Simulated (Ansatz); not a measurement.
```yaml
crystal:
  periodic: [false, false, false]
  atoms:
    - {symbol: C, position_ang: [-1.043535, 1.952693, 0.081441]}
    - {symbol: B, position_ang: [-0.433241, 0.533052, -0.103888]}
    - {symbol: S, position_ang: [0.993697, 0.018431, 0.851399]}
    - {symbol: Si, position_ang: [1.233316, -1.968838, 0.070203]}
    - {symbol: H, position_ang: [-1.046134, 2.477216, -0.881604]}
    - {symbol: H, position_ang: [-0.539935, 2.579226, 0.819119]}
    - {symbol: H, position_ang: [-2.100018, 1.861636, 0.361021]}
    - {symbol: H, position_ang: [-0.906841, -0.240545, -0.888890]}
    - {symbol: H, position_ang: [0.018064, -2.776785, 0.334966]}
    - {symbol: H, position_ang: [2.397039, -2.571798, 0.766252]}
    - {symbol: H, position_ang: [1.492985, -1.921287, -1.389317]}
basis:
  gaussian: {orbitals: cc-pVDZ, final_grid: {core_spheres: 5, valence_spheres: 4, degree: 11}}
total_charge: 2
magnetization: {spin_polarized: true, initial_magnetization: 0}
hamiltonian: {xc: {name: revPBE}, dispersion: d3bj}
output: {forces: true}
```

```sh
$ ansatz run in.yaml --threads 2 --pin off --events-out ev --progress --plain --max-ram 4352MiB
```

It prints (some lines left out):

```
Functional definition: revPBE
1229 factors; their error is unknown
mean field evaluation 1: about -20488.5360 eV, gradient 5.9e1 eV
mean field evaluation 2: about -20186.9348 eV, gradient 1.4e2 eV
mean field evaluation 4: about -20496.2474 eV, gradient 3.9e1 eV
mean field evaluation 8: about -20502.5318 eV, gradient 2.4e1 eV
mean field evaluation 16: about -20511.3364 eV, gradient 1.1e0 eV
mean field evaluation 32: about -20511.5667 eV, gradient 5.7e-1 eV
mean field evaluation 64: about -20508.9053 eV, gradient 1.2e1 eV
mean field evaluation 96: about -20510.7614 eV, gradient 5.5e0 eV
mean field evaluation 128: about -20511.7916 eV, gradient 3.4e0 eV
mean field -20511.94504458 eV, -753.8000768927 hartree, gradient 1.2e-5 eV, S^2 1.006445; 10 other end points of the search recorded, 0 dependent functions left out
reference -20511.94509343 eV, -753.8000786877 hartree; 23, 23 occupied and 76, 76 virtual orbitals, 1229 factors
Total energy: -20512.53465433 eV, -753.8217446512 hartree
Atom 0 at    -1.043535     1.952693     0.081441 Å, force    -0.953320     0.867283    -0.379358 eV/Å
Atom 1 at    -0.433241     0.533052    -0.103888 Å, force     0.823038     0.572007     0.981171 eV/Å
Atom 2 at     0.993697     0.018431     0.851399 Å, force     0.792486     0.834051     1.086509 eV/Å
Atom 3 at     1.233316    -1.968838     0.070203 Å, force     0.629168    -1.626316    -0.262208 eV/Å
Atom 4 at    -1.046134     2.477216    -0.881604 Å, force    -0.182199     0.120484    -0.965288 eV/Å
Atom 5 at    -0.539935     2.579226     0.819119 Å, force     1.028910    -0.076517     0.833752 eV/Å
Atom 6 at    -2.100018     1.861636     0.361021 Å, force    -0.934502    -0.319650    -0.080083 eV/Å
Atom 7 at    -0.906841    -0.240545    -0.888890 Å, force    -0.804226    -0.473434    -0.916829 eV/Å
Atom 8 at     0.018064    -2.776785     0.334966 Å, force    -1.015913    -0.217789     0.067369 eV/Å
Atom 9 at     2.397039    -2.571798     0.766252 Å, force     0.728213     0.013536     0.627129 eV/Å
Atom 10 at     1.492985    -1.921287    -1.389317 Å, force    -0.111656     0.306346    -0.992164 eV/Å
Dipole moment:    -0.356866    -0.009908    -0.308395 e Å
```

Task: Something in this input is off. What?

Result: The charge is far from anything that the molecule holds. The calculation finished and met its thresholds. The result belongs to that input, not to the molecule as meant.
